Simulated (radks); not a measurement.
The numbers below are computed, except where a source is named.
Task: Tl I, configuration [Xe] 4f14 5d8 6s1 6p4 (not the ground configuration). Level of theory: Dirac Kohn-Sham, LDA (Slater exchange, Perdew-Wang correlation), spin-unpolarised, spherical densities, finite nucleus; open shells fill j = l - 1/2 first; Fermi nuclear charge, rms radius 5.4759 fm (a radial shooting solver on a logarithmic mesh with Libxc functionals).

Spin-orbit splittings of the eigenvalues, e(l+1/2) - e(l-1/2), with zeta = 2 splitting/(2l+1) and mean radii in bohr:

| shell | occ. | splitting (eV) | zeta (eV) | <r> j=l-1/2 | <r> j=l+1/2 |
|---|---|---|---|---|---|
| 2p | 6 | 2063 | 1375 | 0.05591 | 0.06470 |
| 3p | 6 | 458.6 | 305.7 | 0.1675 | 0.1836 |
| 3d | 10 | 98.03 | 39.21 | 0.1595 | 0.1644 |
| 4p | 6 | 111.8 | 74.51 | 0.3932 | 0.4278 |
| 4d | 10 | 20.86 | 8.344 | 0.4335 | 0.4447 |
| 4f | 14 | 4.609 | 1.317 | 0.4641 | 0.4706 |
| 5p | 6 | 20.84 | 13.89 | 0.9335 | 1.024 |
| 5d | 8 | ? | ? | 1.288 | 1.332 |
| 6p | 4 | 1.840 | 1.227 | 2.800 | 3.200 |

Estimate the 5d splitting.

Result: 2.476 eV (zeta = 0.9904 eV).
